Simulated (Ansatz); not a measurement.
Consider the cleavage of the Si–Si bond: `O[SiH2][SiH2][GeH3]` + NH₃ → `N[SiH2][GeH3]` + `O[SiH3]`.

Program: Ansatz. Geometries: PBE0-D4/def2-TZVP. ΔE: electronic, gas phase. CCSD(T)/CBS adds triple-zeta CCSD(T) − MP2 to the extrapolated MP2 energy (def2 sets, frozen cores). This one scheme is used for every species. DFT in def2-TZVPP. B3LYP here is the variant with VWN-RPA as its local correlation; programs differ in this. For Ge outer-core shells are correlated without core-valence functions, which leaves a few kJ/mol of doubt a bond. Scalar relativity is left out up to krypton. One conformer a species, not always the lowest.

| level | ΔE (kcal/mol) | difference from CCSD(T)/CBS |
| --- | --- | --- |
| PBE-D4 | -4.0 | 4.3 |
| r2SCAN-D4 | -7.2 | 1.1 |
| B3LYP-D4 | -8.2 | 0.1 |
| ωB97X-V | -8.4 | -0.1 |
| B2PLYP | -9.8 | -1.5 |
| PBE | -4.9 | 3.4 |
| r2SCAN | -7.5 | 0.8 |
| PBE0 | -6.1 | 2.2 |
| B3LYP | -9.5 | -1.2 |
| HF/def2-TZVPP | -13.4 | -5.1 |
| CCSD/def2-TZVPP | -9.0 | -0.7 |
| CCSD(T)/def2-TZVPP | -8.3 | 0.0 |
| HF/def2-QZVPP | -13.7 | -5.4 |
| SCS-MP2/def2-QZVPP | -10.9 | -2.6 |
| HF/CBS(def2) | -13.8 | -5.5 |
| MP2/CBS(def2) | -9.9 | -1.6 |
| CCSD(T)/CBS | -8.3 | 0 |

Largest T1 diagnostic among the species: 0.012.

The D4 term adds +1.4 kcal/mol with B3LYP and +0.8 kcal/mol with PBE0; it sums over pairs of atoms, weighted by their polarisabilities, and B3LYP, whose exchange is more repulsive, gets the larger term. From PBE to PBE0 (25 % exact exchange), in def2-TZVPP and without D4, ΔE moves by −1.2 kcal/mol.
